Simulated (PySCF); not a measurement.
Telling isomers of C$_{5}$H$_{6}$O$_{3}$ apart by NMR

Theoretical values (PySCF 2.14): PBE0/pcSseg-1 with gauge-including orbitals, GFN2-xTB structure. Non-relativistic Hamiltonian, one averaged value for each set of equivalent atoms, single conformer, no solvent.

Scale: ¹H (σ = 31.72 ppm) and ¹³C (σ = 186.93 ppm) vs TMS (reference shieldings calculated alike). Where no couplings were computed, multiplicities follow the n + 1 count of equivalent neighbours, and m marks all less simple cases (inequivalent or close neighbours, rings, F or P nearby). Acid and N–H amide carbonyl carbons lie up to 10 ppm further downfield in solution (hydrogen bonding). Shifts are as computed. Against solution values, carbons near 30 ppm lie about +3 ppm off and those near 130 ppm about +5 ppm (rms about the fit 2.1 ppm; single classes can miss by 10 ppm). Of 1328 compounds with measured shifts, 309 miss one by over three times the rms of a fit or turn the order of signals round; such compounds aren't used in these exercises. Signals without a measured value on file couldn't be tested in this way; 1H shifts scatter by 0.2 ppm about their fit, and single ones miss by 0.5 ppm. OH and NH positions are gas-phase values without hydrogen bonding to other molecules.

(1) Tabulate the signals of `C=CO/C=C\C(=O)O`, `O=C1C=C(CO)CO1` and their relative energies.

(2) What is the quickest way to tell C=CO/C=C\C(=O)O from O=C1C=C(CO)CO1?

## Answers

(1) 
| SMILES | carbon types | δC | δH | E rel. (kcal/mol) |
| --- | --- | --- | --- | --- |
| C=CO/C=C\C(=O)O | 1×C 3×CH 1×CH2 | 167.8, 163.3, 157.4, 102.5, 101.2 | 6.78 (d, 1H), 6.59 (m, 1H), 5.66 (br s, 1H), 5.35 (m, 1H), 5.17 (d, 1H), 4.77 (m, 1H) | 16.9 |
| O=C1C=C(CO)CO1 | 2×C 1×CH 2×CH2 | 176.4, 176.0, 125.7, 74.1, 64.7 | 5.99 (s, 1H), 5.09 (s, 2H), 4.88 (s, 2H), 0.54 (br s, 1H) | 0.0 |

Energies are electronic energies at PBE0/pcSseg-1 on these geometries, without zero-point or thermal terms, each for the one conformer computed, which needn't be the lowest.

(2) Both give the same number of carbon signals, but DEPT or the intensities differ. The first has an alkene carbon bearing oxygen (CH) at 163.3 ppm, the second an allylic sp3 CH2 bonded to O at 64.7 ppm. Their most deshielded carbons lie at 167.8 and 176.4 ppm. In the proton spectra the most deshielded non-exchanging signals are 6.78 (d, 1H) and 5.99 (s, 1H).
